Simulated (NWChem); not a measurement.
Everything below was run with NWChem. System: fluoroethane (C₂H₅F), charge 0, spin multiplicity 1, at a geometry optimised with PBE0/def2-SVP. Level: RHF/def2-SVP.

The NWChem input:

```
start mol
memory heap 200 mb stack 900 mb global 1100 mb
geometry units angstroms nocenter noautoz
  C     -1.177100     0.266809     0.000000
  C      0.318768     0.447774     0.000000
  F      0.948222    -0.773853     0.000000
  H     -1.683493     1.244029     0.000000
  H     -1.501669    -0.290655    -0.891199
  H     -1.501669    -0.290655     0.891199
  H      0.651412     1.007229     0.892239
  H      0.651412     1.007229    -0.892239
  symmetry group Cs
end
basis spherical
  * library def2-svp
end
scf
  rhf
  nopen 0
  maxiter 100
  thresh 1e-7
  semidirect memsize 60000000 filesize 0
end
task scf energy
```

Output (cleaned and shortened):

```
             Northwest Computational Chemistry Package (NWChem) 7.3.0
             --------------------------------------------------------

                                NWChem Input Module
                                -------------------

 Scaling coordinates for geometry "geometry" by  1.889725989
 (inverse scale =  0.529177249)

 Turning off AUTOSYM since
 SYMMETRY directive was detected!

                             Geometry "geometry" -> ""
                             -------------------------

 Output coordinates in angstroms (scale by  1.889725989 to convert to a.u.)

  No.       Tag          Charge          X              Y              Z
 ---- ---------------- ---------- -------------- -------------- --------------
    1 C                    6.0000    -1.17710000     0.26680900     0.00000000
    2 C                    6.0000     0.31876800     0.44777400     0.00000000
    3 F                    9.0000     0.94822200    -0.77385300     0.00000000
    4 H                    1.0000    -1.68349300     1.24402900     0.00000000
    5 H                    1.0000    -1.50166900    -0.29065500    -0.89119900
    6 H                    1.0000    -1.50166900    -0.29065500     0.89119900
    7 H                    1.0000     0.65141200     1.00722900     0.89223900
    8 H                    1.0000     0.65141200     1.00722900    -0.89223900

 Effective nuclear repulsion energy (a.u.)      79.3992749377

            Nuclear Dipole moment (a.u.)
            ----------------------------
        X                 Y               Z
 ---------------- ---------------- ----------------
    -0.0000018897    -0.0000037795     0.0000000000

      Symmetry information
      --------------------

 Group name             Cs
 Group number              2
 Group order               2
 No. of unique centers     6

      Symmetry unique atoms

     1    2    3    4    5    7


 Summary of "ao basis" -> "" (spherical)
 ------------------------------------------------------------------------------
       Tag                 Description            Shells   Functions and Types
 ---------------- ------------------------------  ------  ---------------------
 *                          def2-svp                  on all atoms

 Summary of "ao basis" -> "ao basis" (spherical)
 ------------------------------------------------------------------------------
       Tag                 Description            Shells   Functions and Types
 ---------------- ------------------------------  ------  ---------------------
 C                          def2-svp                 6       14   3s2p1d
 F                          def2-svp                 6       14   3s2p1d
 H                          def2-svp                 3        5   2s1p

                                 NWChem SCF Module
                                 -----------------

  ao basis        = "ao basis"
  functions       =    67
  atoms           =     8
  closed shells   =    13
  open shells     =     0
  charge          =   0.00
  wavefunction    = RHF
  use symmetry    = T
  symmetry adapt  = T

 Summary of "ao basis" -> "ao basis" (spherical)
 ------------------------------------------------------------------------------
       Tag                 Description            Shells   Functions and Types
 ---------------- ------------------------------  ------  ---------------------
 C                          def2-svp                 6       14   3s2p1d
 F                          def2-svp                 6       14   3s2p1d
 H                          def2-svp                 3        5   2s1p

      Symmetry analysis of basis
      --------------------------

        a'         44
        a"         23

 Forming initial guess at       0.1s

      Superposition of Atomic Density Guess
      -------------------------------------

 Sum of atomic energies:        -177.03852746

      Non-variational initial energy
      ------------------------------

 Total energy =    -178.514895
 1-e energy   =    -399.381001
 2-e energy   =     141.466830
 HOMO         =      -0.388794
 LUMO         =       0.117441

      Symmetry analysis of molecular orbitals - initial
      -------------------------------------------------

  Numbering of irreducible representations:

     1 a'          2 a"

  Orbital symmetries:

     1 a'          2 a'          3 a'          4 a'          5 a'
     6 a'          7 a'          8 a"          9 a'         10 a"
    11 a'         12 a'         13 a"         14 a'         15 a'
    16 a'         17 a"         18 a'         19 a"         20 a'
    21 a"         22 a'         23 a'

 Starting SCF solution at       0.4s

 ----------------------------------------------
         Quadratically convergent ROHF

 Convergence threshold     :          1.000E-07
 Maximum no. of iterations :          100
 Final Fock-matrix accuracy:          1.000E-09
 ----------------------------------------------

              iter       energy          gnorm     gmax       time
             ----- ------------------- --------- --------- --------
                 1     -177.9002616029  8.18D-01  1.96D-01      0.5
                 2     -177.9384218392  2.78D-01  7.83D-02      0.5
                 3     -177.9437637320  1.13D-02  3.86D-03      0.6
                 4     -177.9437784948  9.29D-05  2.67D-05      0.7
                 5     -177.9437784957  6.57D-09  1.67D-09      0.9

       Final RHF  results
       ------------------

         Total SCF energy =   -177.943778495708
      One-electron energy =   -401.860005172841
      Two-electron energy =    144.516951739414
 Nuclear repulsion energy =     79.399274937719

        Time for solution =      0.5s

       Symmetry analysis of molecular orbitals - final
       -----------------------------------------------

  Numbering of irreducible representations:

     1 a'          2 a"

  Orbital symmetries:

     1 a'          2 a'          3 a'          4 a'          5 a'
     6 a'          7 a"          8 a'          9 a'         10 a"
    11 a'         12 a'         13 a"         14 a'         15 a'
    16 a"         17 a'         18 a"         19 a'         20 a'
    21 a"         22 a'         23 a'

             Final eigenvalues
             -----------------

              1
    1  -26.2593
    2  -11.3113
    3  -11.2344
    4   -1.5586
    5   -1.0228
    6   -0.8513
    7   -0.7015
    8   -0.6946
    9   -0.6542
   10   -0.5767
   11   -0.5495
   12   -0.5083
   13   -0.4905
   14    0.1786
   15    0.2227
   16    0.2355
   17    0.2558
   18    0.2817
   19    0.3196
   20    0.3994
   21    0.5951
   22    0.6072
   23    0.6679

                       ROHF Final Molecular Orbital Analysis
                       -------------------------------------

 Vector   11  Occ=2.000000D+00  E=-5.495180D-01  Symmetry=a'
              MO Center= -1.2D+00,  4.3D-01, -4.0D-16, r^2= 1.8D+00
   Bfn.  Coefficient  Atom+Function         Bfn.  Coefficient  Atom+Function
  ----- ------------  ---------------      ----- ------------  ---------------
     5      0.399875  1 C  py                43      0.368017  4 H  s
     8      0.180435  1 C  py                32      0.179306  3 F  px
    48     -0.172551  5 H  s                 53     -0.172551  6 H  s
    44      0.157044  4 H  s

 Vector   12  Occ=2.000000D+00  E=-5.083125D-01  Symmetry=a'
              MO Center= -5.2D-02,  1.5D-01, -1.5D-15, r^2= 2.0D+00
   Bfn.  Coefficient  Atom+Function         Bfn.  Coefficient  Atom+Function
  ----- ------------  ---------------      ----- ------------  ---------------
     4      0.351953  1 C  px                18     -0.344122  2 C  px
    32     -0.319067  3 F  px                35      0.253495  3 F  px
     7      0.164290  1 C  px                58     -0.160615  7 H  s
    63     -0.160615  8 H  s                 33     -0.155607  3 F  py

 Vector   13  Occ=2.000000D+00  E=-4.905450D-01  Symmetry=a"
              MO Center= -4.0D-02,  3.0D-01, -5.0D-16, r^2= 2.4D+00
   Bfn.  Coefficient  Atom+Function         Bfn.  Coefficient  Atom+Function
  ----- ------------  ---------------      ----- ------------  ---------------
    20      0.322027  2 C  pz                58      0.279263  7 H  s
    63     -0.279263  8 H  s                 34      0.274875  3 F  pz
     6     -0.240933  1 C  pz                37     -0.216429  3 F  pz
    48      0.206877  5 H  s                 53     -0.206877  6 H  s

 Vector   14  Occ=0.000000D+00  E= 1.786047D-01  Symmetry=a'
              MO Center= -7.4D-01,  8.0D-01, -4.9D-15, r^2= 5.8D+00
   Bfn.  Coefficient  Atom+Function         Bfn.  Coefficient  Atom+Function
  ----- ------------  ---------------      ----- ------------  ---------------
     3      2.191013  1 C  s                 17      1.269809  2 C  s
    44     -1.129798  4 H  s                 59     -0.972503  7 H  s
    64     -0.972503  8 H  s                 49     -0.914848  5 H  s
    54     -0.914848  6 H  s                 22      0.483855  2 C  py
     7     -0.448105  1 C  px                21      0.348022  2 C  px

 Vector   15  Occ=0.000000D+00  E= 2.227363D-01  Symmetry=a'
              MO Center= -3.4D-01,  5.1D-01, -3.0D-14, r^2= 6.6D+00
   Bfn.  Coefficient  Atom+Function         Bfn.  Coefficient  Atom+Function
  ----- ------------  ---------------      ----- ------------  ---------------
     3      2.823807  1 C  s                 17     -2.634075  2 C  s
    59      1.300717  7 H  s                 64      1.300717  8 H  s
    49     -1.135300  5 H  s                 54     -1.135300  6 H  s
    44     -0.560988  4 H  s                 22     -0.536359  2 C  py
    21      0.271700  2 C  px                 7      0.193243  1 C  px

 Vector   16  Occ=0.000000D+00  E= 2.354679D-01  Symmetry=a"
              MO Center= -1.9D-01,  5.2D-01, -4.1D-15, r^2= 5.9D+00
   Bfn.  Coefficient  Atom+Function         Bfn.  Coefficient  Atom+Function
  ----- ------------  ---------------      ----- ------------  ---------------
    59      1.326472  7 H  s                 64     -1.326472  8 H  s
    49     -1.065777  5 H  s                 54      1.065777  6 H  s
    23     -0.917345  2 C  pz                 9     -0.681529  1 C  pz
    20     -0.255416  2 C  pz                 6     -0.195011  1 C  pz

 center of mass
 --------------
 x =   0.16932211 y =  -0.13488582 z =   0.00000000

 moments of inertia (a.u.)
 ------------------
          76.324783304353          55.700835407091           0.000000000000
          55.700835407091         164.286432226685           0.000000000000
           0.000000000000           0.000000000000         217.716830937325

  Mulliken analysis of the total density
  --------------------------------------

    Atom       Charge   Shell Charges
 -----------   ------   -------------------------------------------------------
    1 C    6     6.12   1.99  0.86  0.24  2.05  0.94  0.04
    2 C    6     5.67   1.99  0.88  0.16  1.93  0.62  0.08
    3 F    9     9.40   1.99  1.12  0.83  3.34  2.11  0.01
    4 H    1     0.96   0.75  0.18  0.03
    5 H    1     0.95   0.75  0.17  0.03
    6 H    1     0.95   0.75  0.17  0.03
    7 H    1     0.98   0.77  0.18  0.02
    8 H    1     0.98   0.77  0.18  0.02

       Multipole analysis of the density wrt the origin
       ------------------------------------------------

     L   x y z        total         open         nuclear
     -   - - -        -----         ----         -------
     0   0 0 0     -0.000000      0.000000     26.000000

     1   1 0 0     -0.437633      0.000000     -0.000002
     1   0 1 0      0.696752      0.000000     -0.000004
     1   0 0 1      0.000000      0.000000      0.000000

     2   2 0 0    -14.789905      0.000000     90.019506
     2   1 1 0      1.091914      0.000000    -26.929917
     2   1 0 1      0.000000      0.000000      0.000000
     2   0 2 0    -14.319643      0.000000     38.443783
     2   0 1 1      0.000000      0.000000      0.000000
     2   0 0 2    -13.500701      0.000000     11.358313

 Task  times  cpu:        0.9s     wall:        0.9s

 Total times  cpu:        1.0s     wall:        1.0s
```
